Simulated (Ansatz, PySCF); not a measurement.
Complex: HCl (SMILES Cl) (first 2 atoms) with GeH4 (SMILES [GeH4]); geometry from B3LYP-D3(BJ)/def2-TZVP.
(charge 0, multiplicity 1):
```json
[
 {"atom": "Cl", "x (Å)": "-0.4423", "y (Å)": "0.8932", "z (Å)": "-0.6411"},
 {"atom": "H", "x (Å)": "-0.2679", "y (Å)": "0.0149", "z (Å)": "0.2811"},
 {"atom": "Ge", "x (Å)": "0.0028", "y (Å)": "-0.0539", "z (Å)": "3.3258"},
 {"atom": "H", "x (Å)": "0.1623", "y (Å)": "-0.9751", "z (Å)": "4.5421"},
 {"atom": "H", "x (Å)": "0.0021", "y (Å)": "-0.9265", "z (Å)": "2.0533"},
 {"atom": "H", "x (Å)": "1.1745", "y (Å)": "0.9321", "z (Å)": "3.2469"},
 {"atom": "H", "x (Å)": "-1.3267", "y (Å)": "0.7062", "z (Å)": "3.4036"}
]
```

Counterpoise-corrected where a basis set is named; no monomer relaxation. Rows marked so take none.

Rows in 3-21G, 6-31G* carry no dispersion term and start afresh at each structure (6-31G* with six Cartesian d functions); the Pople sets are all-electron and without relativity.

Codes used: Ansatz (a quantum-chemistry and plane-wave program) with Gaussian orbitals; PySCF for 3-21G rows, 6-31G* rows, the dispersion terms. Values without a source in brackets are computed.

One of these levels gives -66.3 meV for the interaction energy. Name it.
A) HF/3-21G (no counterpoise)
B) PBE-D4/def2-TZVPPD
C) HF/6-31G* (no counterpoise)
D) B97M-V/def2-TZVPPD

B, PBE-D4/def2-TZVPPD. The others give -2.1 (HF/3-21G (no counterpoise)), 25.1 (HF/6-31G* (no counterpoise)), -48.0 (B97M-V/def2-TZVPPD)
